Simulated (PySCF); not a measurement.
**Radial density of Ru (ruthenium, neutral)**

TPSSh, [Kr] 4d7 5s1, high-spin 5F determinant. Calculation: PySCF 2.14, in x2c-TZVPPall with one added diffuse shell each of s, p, d, f type (9s7p7d3f1g, 95 functions); scalar relativity by spin-free X2C-1e.

```
r (bohr)  4πr²ρ (e/bohr)  4πr²(ρα − ρβ)
  0.0352           50.61        -0.0006
  0.0592           50.86         0.0078
  0.0996           69.69         0.0810
   0.167           49.82         0.3048
   0.282           52.55         0.4359
   0.474           33.24         0.0005
   0.797           13.49         1.1030
    1.34           10.11         1.9772
    2.25           2.492         1.1121
    3.79          0.4928         0.3429
    6.38         0.03195         0.0267
    10.7       0.0002990         0.0003
```

Densities and radii are taken from the X2C orbitals without a picture-change correction, which distorts them close to the nucleus.
